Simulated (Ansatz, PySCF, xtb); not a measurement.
Donor–acceptor adduct: C2H6Zn (SMILES [CH3][Zn][CH3]) (first 9 atoms) with H2O (SMILES O); geometry from GFN2-xTB, rigid monomers moved along the line of their centres of mass till Zn2···O10 is 3.28 Å.
(charge 0, multiplicity 1):
```xyz
12

C     -0.062     2.082    -0.208
Zn    -0.004     0.060     0.107
C      0.091    -1.982    -0.023
H      0.799     2.575     0.238
H     -0.946     2.529     0.240
H     -0.070     2.356    -1.259
H     -0.706    -2.456     0.547
H      1.030    -2.360     0.375
H      0.011    -2.353    -1.041
O     -0.093     0.194     3.381
H     -0.128     0.985     3.923
H     -0.082    -0.571     3.961
```

Monomers are frozen at their geometry in the pair; levels with a basis set take the counterpoise correction.

Rows in 6-31G* carry no dispersion term and start afresh at each structure (6-31G* with six Cartesian d functions); the Pople sets are all-electron and without relativity.

Run with Ansatz (Gaussian basis) for Hartree–Fock, density functionals and correlated methods; PySCF for 6-31G* rows; xtb for the GFN methods. Each number belongs to the level named beside it.

Task: One of these levels gives -4.40 kcal/mol for the interaction energy. Name it.
A. HF/def2-SVPD
B. B3LYP/6-31G*
C. GFN1-xTB

Result: C, GFN1-xTB. The others give -3.38 (HF/def2-SVPD), -2.94 (B3LYP/6-31G*)

Ansatz is an electronic-structure program.
